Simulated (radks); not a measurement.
Effect of the nuclear size on neutral neon, [Ne]. Method: Dirac Kohn-Sham, exchange-only LDA, spin-unpolarised, spherical densities, finite nucleus; Fermi nuclear charge, rms radius 3.0055 fm; computed with a radial shooting solver on a logarithmic mesh with Libxc functionals. The rms radius is varied about that value; shifts are against it.

rms radius (fm)	total energy shift (eV)	density at nucleus (e/bohr^3)	1s1/2 shift (meV)
2.5096	-0.000356	640.1	-0.147
2.744	-0.000195	639.7	-0.081
3.0055	0	639.3	0.000
3.0987	0.0000739	639.2	0.031
3.5615	0.000474	638.6	0.196

Slopes of the eigenvalues against <r^2> in GHz/fm^2, as finite differences over the two radii next to the reference (eigenvalue slopes, not the field-shift constants of lines): 1s1/2 13.0.
